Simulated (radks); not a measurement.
Task: Species: Lu V. Configuration: [Kr] 4d10 4f13 5s1 5p6 6s1 (not the ground configuration). Calculated with a radial shooting solver on a logarithmic mesh with Libxc functionals: scalar-relativistic Kohn-Sham, LDA (Slater exchange, Perdew-Wang correlation), spin-polarised, spherical densities, finite nucleus; open shells are filled with parallel spins first (spin-orbit coupling, left out, can overturn this in heavy ions); Fermi nuclear charge, rms radius 5.37 fm. Some entries of the table are withheld. Estimate them.

orbital  occ.  eigenvalue (eV)  r(max) (bohr)
1s up       1        -63228.31        0.01215
1s down     1        -63228.12        0.01215
2s up       1        -10812.86        0.06937
2s down     1        -10812.72        0.06937
2p up       3        -9525.524        0.05661
2p down     3        -9525.396        0.05661
3s up       1        -2495.175         0.1959
3s down     1        -2494.540         0.1959
3p up       3        -2108.701         0.1933
3p down     3        -2108.065         0.1932
3d up       5        -1643.086         0.1573
3d down     5        -1642.568         0.1573
4s up       1        -542.7248         0.4461
4s down     1        -541.5378         0.4461
4p up       3        -415.6561         0.4670
4p down     3        -414.4627         0.4670
4d up       5        -249.6638         0.4803
4d down     5        -248.4311         0.4803
5s up       1        -113.5250          1.025
5s down     0        -112.0189          1.026
5p up       3         -81.7010          1.155
5p down     3         -80.3004          1.157
4f up       7         -66.4752         0.4643
4f down     6         -65.1299         0.4642
5d up       0         -43.9732            (1)
5d down     0         -42.6770            (2)
6s up       1         -38.3522          2.381
6s down     0         -36.9555          2.380
6p up       0         -30.1128            (3)
6p down     0         -28.8223            (4)

Result: 
(1) 5d up r(max) (bohr): 1.485
(2) 5d down r(max) (bohr): 1.488
(3) 6p up r(max) (bohr): 2.778
(4) 6p down r(max) (bohr): 2.801
